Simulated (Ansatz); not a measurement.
`O[BH][SnH2][F]` + HCl → `OBCl` + `[F][SnH3]` at 600 K and 1 bar (cleavage of the B–Sn bond).

Calculated with Ansatz (gas phase, PBE0-D4/def2-TZVP geometries, no zero-point term in ΔE). CCSD(T)/CBS is the MP2 limit (def2-TZVPP, def2-QZVPP) plus CCSD(T) − MP2 in def2-TZVPP, frozen cores. This one scheme is used for every species. Elements past krypton have def2 core potentials. For Sn outer-core shells are correlated without core-valence functions, which leaves a few kJ/mol of doubt a bond. Each species was taken in one conformer, which may not be the lowest.

| species | CCSD(T)/CBS energy (Eh) | H − E (kJ/mol) | S (J/(mol·K)) |
| --- | --- | --- | --- |
| `O[BH][SnH2][F]` | -416.25065 | 167.9 | 408.7 |
| HCl | -460.38127 | 35.4 | 207.2 |
| `OBCl` | -561.03999 | 107.2 | 308.7 |
| `[F][SnH3]` | -315.62493 | 91.4 | 313.0 |

H − E and S are ideal-gas, rigid-rotor, harmonic terms from PBE0-D4/def2-TZVP, for one conformer and one mirror image of each species. 1 Eh = 2625.50 kJ/mol, R = 8.31446 J/(mol·K).

Problem. By hand: ΔE, ΔH, ΔS and ΔG.

Solution. ΔE = (-561.03999) + (-315.62493) − (-416.25065) − (-460.38127) = -0.03300 Eh = -86.6 kJ/mol. Δ(H − E) = 107.2 + 91.4 − 167.9 − 35.4 = -4.7, so ΔH = -91.3 kJ/mol. ΔS = 308.7 + 313.0 − 408.7 − 207.2 = 5.8 J/(mol·K). ΔG = -91.3 − 600 × (5.8)/1000 = -94.8 kJ/mol.

Problem. By hand: the equilibrium constant, and the temperature at which ΔG would vanish if ΔH and ΔS stayed fixed.

Solution. log₁₀ K = −ΔG/(RT ln 10) = 8.3. ΔH and −TΔS have one sign here, so there is no such temperature. One of them is within its doubt of zero, so this could turn.

The number of gas molecules stays the same, so ΔS is small and ΔH decides. A doubt of 5 kJ/mol in ΔE shifts log₁₀ K by 0.4 here. Other conformers and mirror images would add mixing entropy, several J/(mol·K) or more a flexible species. These are equilibria of isolated gas molecules and say nothing of rates. Largest T1 diagnostic: 0.015 (customary marks: 0.02 for closed shells, 0.045 for open ones).
